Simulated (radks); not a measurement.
Values are calculated unless marked as measured or tabulated.
Tc+, 42 electrons, occupied as [Kr] 4d4 5p2 (not the ground configuration).

Code: a radial shooting solver on a logarithmic mesh with Libxc functionals. Model: Dirac Kohn-Sham, BLYP, spin-unpolarised, spherical densities, finite nucleus; open shells fill j = l - 1/2 first; Fermi nuclear charge, rms radius 4.4112 fm.

Energy parts (eV):
total: -116628.119
kinetic: 121154.090
electron-nucleus: -281259.785
Hartree: 46975.558
exchange-correlation: -3497.982

Orbitals (lengths in bohr, moments of r in powers of bohr; <r^-3> diverges for s and p1/2):
orbital  occ.  eigenvalue (eV)      <r^4>   <1/r>  <r^-3>
1s1/2       2        -20875.07  6.518e-06   44.71       -
2s1/2       2        -2989.585   0.001196   10.20       -
2p1/2       2        -2758.200  0.0007906   10.18       -
2p3/2       4        -2639.882  0.0008902   9.669    2595
3s1/2       2        -531.8628    0.06044   3.507       -
3p1/2       2        -442.9579    0.06197   3.408       -
3p3/2       4        -423.1711    0.06835   3.284   439.9
3d3/2       4        -265.8019    0.06897   3.102   65.00
3d5/2       6        -261.9975    0.07118   3.070   61.81
4s1/2       2         -86.7094      2.364   1.305       -
4p1/2       2         -60.5406      3.489   1.188       -
4p3/2       4         -57.5189      3.862   1.152   67.31
4d3/2       4         -18.9449      16.27  0.8489   5.778
4d5/2       0         -18.6158      16.93  0.8401   5.457
5p1/2       2          -8.8928      290.3  0.3685       -
5p3/2       0          -8.5991      318.1  0.3590   6.557

The highest occupied level is 5p1/2 at -8.893 eV. The configuration is held as typed, so some empty levels lie below it. Summed over all electrons, <r^2> = 54.56 bohr^2, which gives a Langevin (diamagnetic) susceptibility term of -43.2 x 10^-6 cm^3/mol. The density falls to 0.001 e/bohr^3 at r = 4.80 bohr.
